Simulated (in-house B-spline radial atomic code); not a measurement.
**Al VI (Al5+): [He] 2s2 2p(2 up, 2 down)**

Method: non-relativistic CAM-B3LYP, spin-polarised, spherical fractional occupations, point nucleus. Calculated with a radial B-spline atomic code at the basis-set limit.

Screening seen three ways: the hydrogenic charge with the same mean radius, Z_r = [3n² - l(l+1)]/(2<r>), the one with the same energy, Z_e = n√(-2ε), and Slater's rules. Values are occupation-weighted means over spin.

```
shell  electrons   ε (eV)  <r> (bohr)    Z_r    Z_e  Slater
   1s          2  -1655.8      0.1203  12.47  11.03   12.70
   2s          2  -218.74      0.5864  10.23   8.02    9.55
   2p          4  -178.61      0.5407   9.25   7.25    9.55
```

The least bound orbital is 2p up at -178.6 eV, while the most diffuse is 2s up (<r> = 0.5864 bohr against 0.5407 bohr): energy order and size order differ.

Caution: exact exchange at fractional occupations of open shells leaves self-interaction of up to several eV.
